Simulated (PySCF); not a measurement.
# Basis-set dependence of GaI at PBE0

PySCF, UKS reference; singlet, unpaired electrons none; De to Ga + I without counterpoise correction.

| basis | relativity | functions | Re (Å) | ωe (cm⁻¹) | De (eV) | μ (D) |
| --- | --- | --- | --- | --- | --- | --- |
| cc-pVDZ-PP | scalar-relativistic core potentials | 46 | 2.614 | 215 | 3.76 | -2.77 |
| def2-SVP | scalar-relativistic core potentials | 58 | 2.590 | 220 | 3.80 | -2.44 |
| cc-pVTZ-PP | scalar-relativistic core potentials | 78 | 2.597 | 214 | 3.78 | -2.69 |
| x2c-TZVPPall | spin-free X2C | 108 | 2.586 | 217 | 3.82 | -2.51 |

Problem. How does each smaller set differ from the one with most functions, x2c-TZVPPall?

Solution. cc-pVDZ-PP: +2.8 pm, -0.9 % in ωe, -0.06 eV in De; def2-SVP: +0.4 pm, +1.4 % in ωe, -0.02 eV in De; cc-pVTZ-PP: +1.1 pm, -1.4 % in ωe, -0.04 eV in De. All at PBE0; the set with most functions is neither the basis-set limit nor always the best. The rows treat relativity differently, so the differences are not basis effects alone.

A positive dipole means Ga(−)I(+). Spin–orbit coupling is left out, which matters for elements this heavy, above all for dissociation energies.
